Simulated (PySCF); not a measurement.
Radial density of Rh²⁶⁺ (rhodium, charge +26)

UHF, [Ar] 3d1, 2D determinant. Computed with PySCF 2.14 in an uncontracted even-tempered set (18 s from 3.1 bohr⁻², ratio 2.5; 12 p from 4.1 bohr⁻², ratio 2.5; 8 d from 4.1 bohr⁻², ratio 2.5; 4 f from 14 bohr⁻², ratio 2.7; 3 g from 21 bohr⁻², ratio 2.7), with scalar relativity by spin-free X2C-1e.

| r (bohr) | 4πr²ρ (e/bohr) | 4πr²(ρα − ρβ) |
| --- | --- | --- |
| 0.0325 | 53.42 | 0.0032 |
| 0.0547 | 51.66 | 0.0471 |
| 0.0920 | 69.80 | 0.4020 |
| 0.155 | 42.94 | 1.8686 |
| 0.260 | 30.49 | 3.4937 |
| 0.438 | 19.79 | 1.4714 |
| 0.736 | 0.7082 | 0.0495 |
| 1.24 | 0.0008003 | 0.0001 |

Densities and radii are taken from the X2C orbitals without a picture-change correction, which distorts them close to the nucleus.

Spin-orbit coupling, absent here, splits the open shell strongly.
